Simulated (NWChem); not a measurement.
Program: NWChem. System: C$_{2}$H$_{4}$F, charge 0, spin multiplicity 2, at a geometry optimised with UPBE0/def2-SVP. The structure started from a generated list of species. Its SCF solution wasn't tested for a lower state. Level: UHF/def2-TZVP.

The NWChem input:

```
start mol
memory heap 200 mb stack 900 mb global 1100 mb
geometry units angstroms nocenter noautoz noautosym
  C     -1.150965     0.170913    -0.297810
  C      0.306852     0.377599    -0.206943
  F      0.991473    -0.555535     0.462695
  H     -1.601706     0.925057    -0.958707
  H     -1.649479     0.245805     0.689765
  H     -1.383248    -0.828931    -0.700066
  H      0.775856     1.366808    -0.166726
end
basis spherical
  * library def2-tzvp
end
scf
  uhf
  nopen 1
  maxiter 100
  thresh 1e-7
  semidirect memsize 60000000 filesize 0
  # guess.movecs holds the orbitals of an unrestricted PBE0 run
  vectors input guess.movecs output mol.movecs
end
task scf energy
```

Output (cleaned and shortened):

```
             Northwest Computational Chemistry Package (NWChem) 7.3.0
             --------------------------------------------------------

                                NWChem Input Module
                                -------------------

 Scaling coordinates for geometry "geometry" by  1.889725989
 (inverse scale =  0.529177249)

                             Geometry "geometry" -> ""
                             -------------------------

 Output coordinates in angstroms (scale by  1.889725989 to convert to a.u.)

  No.       Tag          Charge          X              Y              Z
 ---- ---------------- ---------- -------------- -------------- --------------
    1 C                    6.0000    -1.15096500     0.17091300    -0.29781000
    2 C                    6.0000     0.30685200     0.37759900    -0.20694300
    3 F                    9.0000     0.99147300    -0.55553500     0.46269500
    4 H                    1.0000    -1.60170600     0.92505700    -0.95870700
    5 H                    1.0000    -1.64947900     0.24580500     0.68976500
    6 H                    1.0000    -1.38324800    -0.82893100    -0.70006600
    7 H                    1.0000     0.77585600     1.36680800    -0.16672600

 Effective nuclear repulsion energy (a.u.)      72.3906728944

            Nuclear Dipole moment (a.u.)
            ----------------------------
        X                 Y               Z
 ---------------- ---------------- ----------------
     0.0000037795    -0.0000075589     0.0000056692


 Summary of "ao basis" -> "" (spherical)
 ------------------------------------------------------------------------------
       Tag                 Description            Shells   Functions and Types
 ---------------- ------------------------------  ------  ---------------------
 *                         def2-tzvp                  on all atoms

 Summary of "ao basis" -> "ao basis" (spherical)
 ------------------------------------------------------------------------------
       Tag                 Description            Shells   Functions and Types
 ---------------- ------------------------------  ------  ---------------------
 C                         def2-tzvp                11       31   5s3p2d1f
 F                         def2-tzvp                11       31   5s3p2d1f
 H                         def2-tzvp                 4        6   3s1p

                                 NWChem SCF Module
                                 -----------------

  ao basis        = "ao basis"
  functions       =   117
  atoms           =     7
  alpha electrons =    13
  beta  electrons =    12
  charge          =   0.00
  wavefunction    = UHF
  use symmetry    = F
  symmetry adapt  = F

 Summary of "ao basis" -> "ao basis" (spherical)
 ------------------------------------------------------------------------------
       Tag                 Description            Shells   Functions and Types
 ---------------- ------------------------------  ------  ---------------------
 C                         def2-tzvp                11       31   5s3p2d1f
 F                         def2-tzvp                11       31   5s3p2d1f
 H                         def2-tzvp                 4        6   3s1p

 Forming initial guess at       0.1s

 Starting SCF solution at       0.1s

 ----------------------------------------------
         Quadratically convergent UHF

 Convergence threshold     :          1.000E-07
 Maximum no. of iterations :          100
 Integral*density screening:          1.000E-09
 ----------------------------------------------

              iter       energy          gnorm     gmax       time
             ----- ------------------- --------- --------- --------
                 1     -177.5074765407  5.46D-01  1.20D-01      4.4
                 2     -177.5239129184  9.73D-02  1.26D-02      5.0
                 3     -177.5255313572  6.45D-03  1.21D-03      7.1
                 4     -177.5255449427  3.12D-05  7.38D-06     10.6
                 5     -177.5255449431  6.04D-09  1.50D-09     16.0

       Final UHF  results
       ------------------

         Total SCF energy =   -177.525544943084
      One electron energy =   -387.400094064140
      Two electron energy =    137.483876226618
 Nuclear repulsion energy =     72.390672894438

                       Sz =      0.5000
                 Sz(Sz+1) =      0.7500
                      S^2 =      0.7618

        Time for solution =     15.9s

          Final alpha eigenvalues
          -----------------------

              1
    1  -26.2966
    2  -11.3128
    3  -11.2347
    4   -1.6214
    5   -1.0422
    6   -0.8630
    7   -0.7256
    8   -0.7118
    9   -0.6734
   10   -0.5816
   11   -0.5570
   12   -0.5310
   13   -0.3614
   14    0.1479
   15    0.1824
   16    0.2186
   17    0.2258
   18    0.2407
   19    0.2789
   20    0.3220
   21    0.3386
   22    0.3568
   23    0.3922

          Final beta eigenvalues
          ----------------------

              1
    1  -26.2919
    2  -11.2863
    3  -11.2375
    4   -1.6075
    5   -1.0123
    6   -0.8280
    7   -0.7139
    8   -0.6606
    9   -0.6475
   10   -0.5576
   11   -0.5552
   12   -0.5216
   13    0.1329
   14    0.1515
   15    0.1898
   16    0.2203
   17    0.2294
   18    0.2504
   19    0.2861
   20    0.3405
   21    0.3515
   22    0.3946
   23    0.4064

                    UHF Final Alpha Molecular Orbital Analysis
                    ------------------------------------------

 Vector   11  Occ=1.000000D+00  E=-5.570092D-01
              MO Center= -1.1D+00,  2.8D-01, -4.5D-01, r^2= 1.8D+00
[...]
   Bfn.  Coefficient  Atom+Function         Bfn.  Coefficient  Atom+Function
  ----- ------------  ---------------      ----- ------------  ---------------
    37      0.216474  2 C  px                68     -0.193428  3 F  px
     6     -0.191171  1 C  px                40      0.184103  2 C  px
   113      0.179898  7 H  s                 71     -0.168587  3 F  px
     9     -0.166402  1 C  px                69     -0.151362  3 F  py

 Vector   13  Occ=1.000000D+00  E=-3.614203D-01
              MO Center=  1.3D-01,  2.5D-01, -2.3D-01, r^2= 1.8D+00
   Bfn.  Coefficient  Atom+Function         Bfn.  Coefficient  Atom+Function
  ----- ------------  ---------------      ----- ------------  ---------------
    42      0.389851  2 C  pz                39      0.371099  2 C  pz
    45      0.241702  2 C  pz                70     -0.179283  3 F  pz
    36     -0.176395  2 C  s                 76     -0.161685  3 F  pz
   102     -0.161946  5 H  s                 73     -0.152610  3 F  pz

 Vector   14  Occ=0.000000D+00  E= 1.478888D-01
              MO Center= -1.6D+00,  3.4D-01, -3.2D-01, r^2= 6.2D+00
   Bfn.  Coefficient  Atom+Function         Bfn.  Coefficient  Atom+Function
  ----- ------------  ---------------      ----- ------------  ---------------
     5      7.243073  1 C  s                102     -2.233341  5 H  s
    96     -2.214725  4 H  s                108     -2.143314  6 H  s
    36     -1.966458  2 C  s                 43      1.059726  2 C  px
   114     -0.707470  7 H  s                  4     -0.699802  1 C  s
    44      0.533001  2 C  py                 3      0.287824  1 C  s

 Vector   15  Occ=0.000000D+00  E= 1.824495D-01
              MO Center=  4.5D-01,  1.4D+00, -2.9D-01, r^2= 5.8D+00
   Bfn.  Coefficient  Atom+Function         Bfn.  Coefficient  Atom+Function
  ----- ------------  ---------------      ----- ------------  ---------------
    36      3.555698  2 C  s                114     -3.125288  7 H  s
     5     -2.357732  1 C  s                108      1.093815  6 H  s
    44      1.084923  2 C  py                12     -0.717174  1 C  px
   102      0.573126  5 H  s                113      0.503170  7 H  s
    96     -0.351415  4 H  s                 14     -0.323560  1 C  pz

 Vector   16  Occ=0.000000D+00  E= 2.185973D-01
              MO Center= -1.4D+00,  9.8D-01, -5.7D-02, r^2= 5.7D+00
   Bfn.  Coefficient  Atom+Function         Bfn.  Coefficient  Atom+Function
  ----- ------------  ---------------      ----- ------------  ---------------
    96      2.808935  4 H  s                102     -2.369962  5 H  s
    14      1.784477  1 C  pz                13     -1.059948  1 C  py
   114     -0.904401  7 H  s                  5     -0.815997  1 C  s
    36      0.793571  2 C  s                 44      0.696296  2 C  py
    45     -0.684924  2 C  pz                67      0.496623  3 F  s

                     UHF Final Beta Molecular Orbital Analysis
                     -----------------------------------------

 Vector   10  Occ=1.000000D+00  E=-5.576434D-01
              MO Center= -1.1D+00, -2.5D-02, -9.9D-02, r^2= 1.6D+00
   Bfn.  Coefficient  Atom+Function         Bfn.  Coefficient  Atom+Function
  ----- ------------  ---------------      ----- ------------  ---------------
     8      0.207820  1 C  pz               101      0.197065  5 H  s
     7      0.186891  1 C  py               107     -0.186311  6 H  s
    11      0.182493  1 C  pz                10      0.161834  1 C  py

 Vector   11  Occ=1.000000D+00  E=-5.551923D-01
              MO Center= -1.1D+00,  3.4D-01, -3.7D-01, r^2= 1.7D+00
   Bfn.  Coefficient  Atom+Function         Bfn.  Coefficient  Atom+Function
  ----- ------------  ---------------      ----- ------------  ---------------
    95      0.250720  4 H  s                  8     -0.218680  1 C  pz
    11     -0.191684  1 C  pz                 7      0.190295  1 C  py
    10      0.164304  1 C  py                94      0.162599  4 H  s
    68     -0.150930  3 F  px

 Vector   12  Occ=1.000000D+00  E=-5.215820D-01
              MO Center= -5.2D-02,  2.3D-01, -1.5D-01, r^2= 2.2D+00
   Bfn.  Coefficient  Atom+Function         Bfn.  Coefficient  Atom+Function
  ----- ------------  ---------------      ----- ------------  ---------------
   113     -0.209305  7 H  s                  6      0.203163  1 C  px
    37     -0.201997  2 C  px                 9      0.194208  1 C  px
    68      0.182676  3 F  px                71      0.159631  3 F  px

 Vector   13  Occ=0.000000D+00  E= 1.328884D-01
              MO Center= -6.4D-02,  3.4D-01, -4.1D-01, r^2= 3.6D+00
   Bfn.  Coefficient  Atom+Function         Bfn.  Coefficient  Atom+Function
  ----- ------------  ---------------      ----- ------------  ---------------
     5      2.110267  1 C  s                102     -1.331000  5 H  s
    36     -1.012054  2 C  s                 96     -0.711043  4 H  s
    45      0.632872  2 C  pz                13      0.273484  1 C  py
   114      0.274392  7 H  s                  4     -0.245190  1 C  s
    39      0.233096  2 C  pz                76     -0.209555  3 F  pz

 Vector   14  Occ=0.000000D+00  E= 1.515448D-01
              MO Center= -1.4D+00,  3.6D-01, -3.8D-01, r^2= 6.2D+00
   Bfn.  Coefficient  Atom+Function         Bfn.  Coefficient  Atom+Function
  ----- ------------  ---------------      ----- ------------  ---------------
     5      6.964127  1 C  s                108     -2.284569  6 H  s
    96     -2.156682  4 H  s                102     -1.843132  5 H  s
    36     -1.692597  2 C  s                 43      1.147011  2 C  px
   114     -0.824384  7 H  s                  4     -0.669228  1 C  s
    44      0.541662  2 C  py                95      0.268573  4 H  s

 Vector   15  Occ=0.000000D+00  E= 1.897834D-01
              MO Center=  3.3D-01,  1.3D+00, -3.5D-01, r^2= 6.2D+00
   Bfn.  Coefficient  Atom+Function         Bfn.  Coefficient  Atom+Function
  ----- ------------  ---------------      ----- ------------  ---------------
    36      3.489478  2 C  s                114     -3.087466  7 H  s
     5     -2.289403  1 C  s                108      1.276486  6 H  s
    44      1.091393  2 C  py                12     -0.707565  1 C  px
    96     -0.585930  4 H  s                102      0.571386  5 H  s
   113      0.537703  7 H  s                 14     -0.349065  1 C  pz

 center of mass
 --------------
 x =   0.19360570 y =  -0.09040937 z =   0.06384074

 moments of inertia (a.u.)
 ------------------
          67.262108227448          38.858494386717         -46.961102704299
          38.858494386717         180.663282733852          24.010526518096
         -46.961102704299          24.010526518096         194.219611600553

  Mulliken analysis of the total density
  --------------------------------------

    Atom       Charge   Shell Charges
 -----------   ------   -------------------------------------------------------
    1 C    6     6.28   0.85  1.12  0.47  0.68  0.04  1.26  1.41  0.36  0.02  0.05  0.00
    2 C    6     5.89   0.85  1.12  0.50  0.61  0.13  1.16  1.16  0.19  0.03  0.10  0.02
    3 F    9     9.28   0.77  1.20  0.59  1.01  0.34  2.24  2.27  0.83  0.00  0.02  0.00
    4 H    1     0.89   0.26  0.49  0.11  0.02
    5 H    1     0.89   0.26  0.49  0.12  0.02
    6 H    1     0.88   0.26  0.49  0.11  0.02
    7 H    1     0.89   0.26  0.49  0.11  0.02

  Mulliken analysis of the alpha density
  --------------------------------------

    Atom       Charge   Shell Charges
 -----------   ------   -------------------------------------------------------
    1 C    6     3.07   0.43  0.56  0.23  0.33  0.02  0.61  0.67  0.17  0.01  0.04  0.00
    2 C    6     3.49   0.43  0.56  0.27  0.34  0.08  0.77  0.80  0.15  0.02  0.05  0.01
    3 F    9     4.65   0.39  0.60  0.30  0.51  0.17  1.14  1.14  0.40  0.00  0.01  0.00
    4 H    1     0.45   0.13  0.25  0.06  0.01
    5 H    1     0.48   0.14  0.26  0.07  0.01
    6 H    1     0.45   0.13  0.25  0.06  0.01
    7 H    1     0.41   0.13  0.22  0.05  0.01

   Mulliken analysis of the beta density
   -------------------------------------

    Atom       Charge   Shell Charges
 -----------   ------   -------------------------------------------------------
    1 C    6     3.21   0.43  0.56  0.24  0.35  0.02  0.65  0.74  0.19  0.01  0.02  0.00
    2 C    6     2.40   0.43  0.56  0.22  0.27  0.05  0.39  0.36  0.03  0.02  0.05  0.01
    3 F    9     4.63   0.39  0.60  0.30  0.50  0.17  1.10  1.13  0.44  0.00  0.01  0.00
    4 H    1     0.44   0.13  0.24  0.06  0.01
    5 H    1     0.41   0.12  0.23  0.05  0.01
    6 H    1     0.43   0.13  0.24  0.05  0.01
    7 H    1     0.48   0.14  0.27  0.07  0.01

   Mulliken analysis of the spin density
   -------------------------------------

    Atom       Charge   Shell Charges
 -----------   ------   -------------------------------------------------------
    1 C    6    -0.14  -0.00  0.00 -0.01 -0.02 -0.00 -0.03 -0.07 -0.03  0.00  0.02  0.00
    2 C    6     1.09   0.00 -0.00  0.05  0.07  0.03  0.38  0.44  0.12 -0.00  0.00 -0.00
    3 F    9     0.01   0.00 -0.00  0.00  0.00 -0.00  0.04  0.01 -0.04  0.00  0.00  0.00
    4 H    1     0.01   0.00  0.00  0.00 -0.00
    5 H    1     0.07   0.02  0.04  0.02 -0.00
    6 H    1     0.03   0.01  0.02  0.00 -0.00
    7 H    1    -0.07  -0.01 -0.04 -0.02  0.00

       Multipole analysis of the density wrt the origin
       ------------------------------------------------

     L   x y z        total         alpha         beta         nuclear
     -   - - -        -----         -----         ----         -------
     0   0 0 0     -0.000000    -13.000000    -12.000000     25.000000

     1   1 0 0     -0.490984     -0.524514      0.033526      0.000004
     1   0 1 0      0.476724     -0.022510      0.499241     -0.000008
     1   0 0 1     -0.190563      0.234787     -0.425355      0.000006

     2   2 0 0    -13.924375    -52.818804    -50.960729     89.855158
     2   1 1 0      0.865846      9.486804      9.671194    -18.292152
     2   1 0 1     -0.159069    -12.140088    -13.163479     25.144499
     2   0 2 0    -13.099774    -20.085285    -19.011006     25.996516
     2   0 1 1      0.234170      6.356077      6.207274    -12.329181
     2   0 0 2    -14.001597    -16.458524    -14.072323     16.529250

 Task  times  cpu:       16.1s     wall:       16.1s

 Total times  cpu:       16.2s     wall:       16.2s
```
